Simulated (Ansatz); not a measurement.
Ti(NH2)Cl3 (TiNCl₃H₂) was relaxed with r2SCAN-D4 (def2-SVP) in Ansatz in these states: charge +1 doublet, neutral singlet. The geometries follow in no particular order.

A:

Cartesian coordinates in Å:
```
Ti -0.4457 -0.2240 0.4470
N 0.7948 0.4240 -0.7394
H 0.6851 1.2845 -1.2766
H 1.6560 -0.0628 -0.9912
Cl -1.5952 1.4972 1.1467
Cl 0.6602 -1.2755 2.0136
Cl -1.7552 -1.6433 -0.6001
```

B:

```xyz
7

Ti    0.844   -0.065    0.067
N    -1.200    0.025   -0.124
H    -1.707    0.368   -0.956
H    -1.876   -0.216    0.618
Cl    1.598   -0.324   -1.909
Cl    1.219   -1.677    1.408
Cl    1.123    1.889    0.895
```

Problem. Judge from the bond lengths which geometry belongs to which state (an estimate).

Solution. A is the neutral singlet (Ti1–N2 1.835 Å, Ti1–Cl6 2.187 Å, Ti1–Cl7 2.197 Å); B is the charge +1 doublet (Ti1–N2 2.055 Å, Ti1–Cl6 2.130 Å, Ti1–Cl7 2.141 Å).
